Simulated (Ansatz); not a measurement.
Relaxation of C2H8OSi (12 atoms, charge 0, multiplicity 1), to a largest force component of 0.03 eV/Å in at most 50 steps.

All numbers below come from Ansatz 0.2.0, RKS B3LYP-D4/6-31G*.

```xyz
12
Properties=species:S:1:pos:R:3
Si 0.202 0.057 0.022
C 0.798 0.022 1.780
H 0.069 -0.128 2.587
H 1.534 -0.791 1.842
H 1.326 0.962 1.978
H 1.579 0.144 -0.441
O -0.691 1.382 -0.416
C -2.030 1.351 -0.881
H -2.683 0.746 -0.236
H -2.408 2.378 -0.884
H -2.088 0.953 -1.904
H -0.477 -1.188 -0.437
```

Q: Where does it end, and by what steps?

A: The run converged. The force dipped under the threshold on the way, but the program's further checks kept it going. After 16 steps the energy has fallen by 0.323 eV; H9 moved furthest, 1.12 Å.

```json
{"step": "0", "energy less start (eV)": "0.0000", "largest force component (eV/Å)": "1.267", "accepted": "yes"}
{"step": "1", "energy less start (eV)": "-0.1937", "largest force component (eV/Å)": "0.296", "accepted": "yes"}
{"step": "2", "energy less start (eV)": "-0.2433", "largest force component (eV/Å)": "0.240", "accepted": "yes"}
{"step": "3", "energy less start (eV)": "-0.2578", "largest force component (eV/Å)": "0.344", "accepted": "yes"}
{"step": "4", "energy less start (eV)": "-0.2484", "largest force component (eV/Å)": "0.455", "accepted": "no"}
{"step": "5", "energy less start (eV)": "-0.2753", "largest force component (eV/Å)": "0.053", "accepted": "yes"}
{"step": "6", "energy less start (eV)": "-0.2771", "largest force component (eV/Å)": "0.081", "accepted": "yes"}
{"step": "7", "energy less start (eV)": "-0.2799", "largest force component (eV/Å)": "0.294", "accepted": "yes"}
{"step": "8", "energy less start (eV)": "-0.2874", "largest force component (eV/Å)": "0.238", "accepted": "yes"}
{"step": "9", "energy less start (eV)": "-0.2987", "largest force component (eV/Å)": "0.301", "accepted": "yes"}
{"step": "10", "energy less start (eV)": "-0.3148", "largest force component (eV/Å)": "0.091", "accepted": "yes"}
{"step": "11", "energy less start (eV)": "-0.3195", "largest force component (eV/Å)": "0.029", "accepted": "yes"}
{"step": "12", "energy less start (eV)": "-0.3089", "largest force component (eV/Å)": "0.562", "accepted": "no"}
{"step": "13", "energy less start (eV)": "-0.3210", "largest force component (eV/Å)": "0.022", "accepted": "yes"}
{"step": "14", "energy less start (eV)": "-0.3214", "largest force component (eV/Å)": "0.168", "accepted": "yes"}
{"step": "15", "energy less start (eV)": "-0.3180", "largest force component (eV/Å)": "0.170", "accepted": "no"}
{"step": "16", "energy less start (eV)": "-0.3230", "largest force component (eV/Å)": "0.021", "accepted": "yes"}
```

```xyz
12
Properties=species:S:1:pos:R:3
Si 0.470 0.083 -0.227
C 0.503 0.005 1.651
H -0.492 -0.183 2.071
H 1.160 -0.807 1.988
H 0.879 0.940 2.079
H 1.825 0.353 -0.768
O -0.487 1.323 -0.794
C -1.890 1.337 -0.593
H -2.149 1.425 0.472
H -2.301 2.205 -1.118
H -2.368 0.432 -0.994
H -0.019 -1.226 -0.759
```

Whether the end is a true minimum wasn't checked by a vibrational analysis.

Time of the run: 71 s on 1 thread of Intel(R) Xeon(R) Platinum 8259CL CPU @ 2.50GHz (Skylake/Cascade Lake), on a shared host, peak memory 0.18 GiB.
